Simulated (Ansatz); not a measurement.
Wavefunction ladder for `CN[BH][SnH3]`

```xyz
12

C    -1.014   -1.330    1.468
N    -0.267   -0.314    0.754
B    -0.109   -0.216   -0.614
Sn    1.107    1.464   -1.478
H    -1.823   -0.887    2.054
H    -0.367   -1.893    2.147
H    -1.446   -2.023    0.747
H     0.164    0.367    1.362
H    -0.635   -1.044   -1.304
H     2.465    0.923   -2.368
H     0.211    2.469   -2.535
H     1.715    2.484   -0.233
```

Charge 0, multiplicity 1. Correlated methods include outer-core shells of Sn, which these sets cover unevenly. Sn takes the def2 core potential. Geometry: relaxed with PBE0-D4/def2-TZVP. It is one conformer, not always the lowest. Frozen core, restricted reference, Ansatz.

```tsv
basis	HF (Eh)	MP2 corr.
def2-SVP	-334.91504	-0.52098
def2-TZVPP	-335.05834	-0.83285
def2-QZVPP	-335.06598	-1.07711
```

Estimate the CCSD correlation energy and the (T) correction in each basis where they were run (hartree).


```
     basis  CCSD corr.       (T)
  def2-SVP    -0.58063  -0.01713
def2-TZVPP    -0.87224  -0.03020
```
